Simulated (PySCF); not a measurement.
HNaO, SMILES [Na][OH], CAM-B3LYP/def2-SVP optimised geometry.

```
3

Na     1.43     0.00     0.00
O     -0.47     0.00     0.00
H     -1.43     0.00     0.01
```

Density from CAM-B3LYP/def2-TZVP run with PySCF at that geometry.

Minimum of the electron density along straight lines between bonded atoms, close to the bond critical point (lines longer than 1.1 times the sum of covalent radii, or with two minima, are not listed):

```tsv
bond	length / Å	ρ at the minimum / e bohr⁻³	∇²ρ there / e bohr⁻⁵	position (fraction from the first atom)
Na1–O2	1.898	(withheld)	(withheld)	0.47
O2–H3	0.958	0.361	(withheld)	0.79
```

Some entries are withheld; supply them.


- Na1–O2, ρ at the minimum / e bohr⁻³: 0.058
- Na1–O2, ∇²ρ there / e bohr⁻⁵: 0.48
- O2–H3, ∇²ρ there / e bohr⁻⁵: -2.32
